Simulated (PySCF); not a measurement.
CH4ClFSi.

```xyz
8

F      1.9571    -0.2231     0.7951
C      1.3016    -0.8718    -0.2399
Si    -0.5679    -0.6934    -0.0227
Cl    -1.0860     1.2917    -0.2482
H      1.6295    -0.4431    -1.2039
H      1.5880    -1.9404    -0.2375
H     -0.9704    -1.1369     1.3347
H     -1.2567    -1.4912    -1.0726
```

Coordinates come from a ωB97X-D3(BJ)/def2-SVP optimisation. The values are those of a single conformer.

Level of theory: PBE/pcSseg-1 (PySCF). Non-relativistic, no solvent.

Computed absolute GIAO shielding of each atom: isotropic value and principal components (ppm):
```tsv
atom	σ(iso)	σ11	σ22	σ33	span
F1	451.3	409.9	453.3	490.8	80.9
C2	96.9	56.2	74.2	160.4	104.2
Si3	344.2	284.4	343.2	404.9	120.5
Cl4	990.1	927.8	1007.0	1035.4	107.6
H5	26.3	22.4	26.1	30.5	8.1
H6	26.5	22.7	26.1	30.6	7.8
H7	25.8	22.0	24.2	31.3	9.3
H8	26.1	22.2	24.6	31.4	9.2
```
